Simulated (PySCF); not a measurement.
A structure optimised at ωB97X-D3(BJ)/def2-SVP, used in a PySCF frequency run:

```xyz
10

N      1.5226    -0.6590    -0.7314
Ge     0.0094     0.0010    -0.0081
O      0.1136     1.5860     0.7646
O     -1.1097     0.0870    -1.3671
O     -0.5683    -1.0196     1.3156
H      1.6514    -0.4289    -1.7129
H      2.3810    -0.4933    -0.2147
H     -0.1383     1.5346     1.6949
H     -1.8349     0.7002    -1.2014
H     -0.5021    -1.9590     1.1079
```
Charge 0, spin multiplicity 1.

Task: Write its SMILES and formula.

Result: [NH2][Ge]([OH])([OH])[OH], GeH5NO3

Task: What are its rotational constants (standard atomic weights)?

Result: 3.6793, 3.3767, 3.1810 GHz
